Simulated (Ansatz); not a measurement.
Calculated with Ansatz (gas phase, PBE0-D4/def2-TZVP geometries, no zero-point term in ΔE). CBS: MP2 limit from def2 TZ/QZ plus the TZ coupled-cluster correction, frozen cores. DFT in def2-TZVPP. Each species was taken in one conformer, which may not be the lowest.

Consider the redistribution: `N=C1OB1N` + `C[SiH2][SiH](O)F` → `N=C1OB1F` + `C[SiH2][SiH](N)O`.

`N=C1OB1N`:

```xyz
8

N    -1.059    2.091   -0.282
C    -0.394    1.062   -0.069
O     0.866    0.961    0.572
B     0.320   -0.227    0.137
N     0.643   -1.565    0.134
H    -1.924    1.859   -0.761
H     1.499   -1.913    0.533
H     0.048   -2.268   -0.264
```

`C[SiH2][SiH](O)F`:

Cartesian coordinates in Å:
```
C -0.390 1.326 -1.326
Si -0.498 -0.489 -0.869
Si 0.204 -0.833 1.336
O 1.685 -0.140 1.467
F -0.818 -0.111 2.343
H -1.040 1.923 -0.682
H -0.695 1.484 -2.363
H 0.633 1.687 -1.206
H 0.364 -1.316 -1.760
H -1.895 -0.993 -1.003
H 0.255 -2.248 1.797
H 2.194 -0.288 2.266
```

`N=C1OB1F`:

Cartesian coordinates in Å:
```
N 0.338 -0.225 -1.551
C 0.103 -0.038 -0.355
O 0.976 0.662 0.608
B -0.183 0.185 1.085
F -0.816 0.149 2.218
H -0.418 -0.733 -2.004
```

`C[SiH2][SiH](N)O`:

Cartesian coordinates in Å:
```
C -2.027 -1.142 -0.626
Si -1.184 0.326 0.184
Si 1.126 0.026 0.392
N 1.894 1.523 0.702
O 1.539 -0.725 -1.028
H -1.579 -1.339 -1.601
H -3.095 -0.958 -0.764
H -1.911 -2.039 -0.014
H -1.765 0.583 1.534
H -1.416 1.560 -0.626
H 1.546 -0.830 1.540
H 2.713 1.607 1.278
H 1.698 2.362 0.184
H 2.462 -0.952 -1.154
```

```json
{"level": "PBE0-D4", "ΔE (kJ/mol)": "75.4"}
{"level": "CCSD/CBS(def2)", "ΔE (kJ/mol)": "76.9"}
```

(1) What does CCSD(T)/CBS give? (Estimate.)

Largest T1 diagnostic among the species: 0.016.

Answers

(1) The calculation gave: +74.1 kJ/mol. The listed levels differ from it by 1.3, 2.8 kJ/mol.

From PBE to PBE0 (25 % exact exchange), in def2-TZVPP and without D4, ΔE moves by +3.6 kJ/mol. In def2-TZVPP, CCSD(T) changes the Hartree–Fock value by −13.3 kJ/mol (the triples alone add −2.8 kJ/mol) and MP2 by −13.5 kJ/mol.
